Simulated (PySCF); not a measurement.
# Electron correlation in Zr²⁺ (zirconium, charge +2)

[Kr] 4d1 5s1, high-spin 3D determinant (an excited configuration). Computed with PySCF 2.14 in x2c-TZVPPall (8s6p6d2f1g, 79 functions), with scalar relativity by spin-free X2C-1e. Frozen: [Kr]; 2 electrons correlated.

With two correlated electrons CCSD is exact within the correlated space (frozen core and kept virtual orbitals).

| level | correlation energy (mhartree) |
| --- | --- |
| CCSD | -5.54 |

Diagnostics: T1 = 0.0036, D1 = 0.0071, largest double amplitude 0.027.

Problem. Is a single reference adequate?

Solution. Yes, within this model without spin-orbit coupling: T1 lies below 0.03 and no double amplitude reaches 0.07.
